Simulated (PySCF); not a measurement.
# Dipole moment and polarisability of Sn(OtBu)H3

Sn(OtBu)H3, C₄H₁₂OSn.
Geometry (PBE0-D3(BJ)/def2-SVP, Å), atoms numbered from 1 in this order:
```
atom  x, y, z in Å
Sn1    1.3065   -0.0472   -2.2175
O2     1.1294   -0.0171   -0.2331
C3    -0.0740    0.0090    0.5095
C4    -0.9329   -1.2142    0.1916
C5     0.3598   -0.0236    1.9730
C6    -0.8532    1.2921    0.2234
H7    -1.8358   -1.2469    0.8204
H8    -1.2639   -1.2060   -0.8603
H9    -0.3576   -2.1366    0.3614
H10    0.9370   -0.9387    2.1710
H11   -0.5059    0.0040    2.6522
H12    1.0072    0.8389    2.1884
H13   -1.1854    1.3299   -0.8271
H14   -0.2170    2.1700    0.4117
H15   -1.7500    1.3693    0.8571
H16    3.0038   -0.0511   -2.3953
H17    0.5865    1.3553   -2.8946
H18    0.5892   -1.4703   -2.8540
```

Level: wB97X-D/def2-SVPD (PySCF), static field, nuclei fixed, core orbitals frozen in the response. The polarisability tensor in these axes (au):

```
x    90.92  -0.10  -6.64
y    -0.10  89.07   0.27
z    -6.64   0.27 102.32
```

**Question.** Give the principal values, the mean and the anisotropy Δα = √{½[(α1 − α2)² + (α2 − α3)² + (α1 − α3)²]}.

**Answer.** Principal values 87.87, 89.07 and 105.38 au; mean 94.11 au = 13.95 Å³ = 15.52 × 10⁻⁴⁰ C²·m²/J; Δα = 16.94 au (18 % of the mean).

**Question.** What is the dipole moment, and where does it point?

**Answer.** (-0.88, -0.01, -0.97) D, 1.31 D in size, pointing from the negative to the positive side. Measured along this direction, the outermost atoms are H12 and H10 at the negative end and H17 and H18 at the positive end.

**Question.** Sum over states: ᾱ = Σ f/ω², ω in Eh. What share falls to these 10 lowest TDDFT singlets (eV, f)? 5.99, 0.0111; 6.75, 0.1309; 6.91, 0.0084; 7.41, 0.0019; 7.42, 0.0082; 7.80, 0.0069; 7.87, 0.0003; 7.92, 0.0191; 8.07, 0.0929; 8.18, 0.0007.

**Answer.** They add up to 4.00 au, 4.2 % of the 94.11 au; the largest single term is 2.13 au, from the state at 6.75 eV. Terms in order: 0.23, 2.13, 0.13, 0.03, 0.11, 0.08, 0.00, 0.23, 1.06, 0.01 au. Higher excitations give the rest. The strengths listed sum to 0.280.

**Question.** Directions of the eigenvectors, and the extent of the frame along each?

**Answer.** Largest value along (-0.42, 0.02, 0.91), where the nuclei span 6.05 Å; middle along (0.02, 1.00, -0.01), 4.31 Å; least along (0.91, -0.02, 0.42), 3.30 Å. The response follows the extents in order.

**Question.** Molar refractivity from α?

**Answer.** Lorentz–Lorenz: R = (4π/3)N_A α = 2.5225 cm³/(mol·Å³) × 13.95 Å³ = 35.2 cm³/mol, in the limit of long wavelengths.

**Question.** Rayleigh depolarisation ratio (linearly polarised light, static tensor)?

**Answer.** ρ = 3Δα²/(45ᾱ² + 4Δα²) = 861.2/(398518 + 1148.2) = 0.00215.

Isolated species at its PBE0-D3(BJ)/def2-SVP geometry, gas phase. Atoms past krypton carry effective core potentials; spin–orbit coupling is left out.

wB97X-D is run here without its empirical dispersion term; that term would change no orbital, density or response property at a fixed geometry.
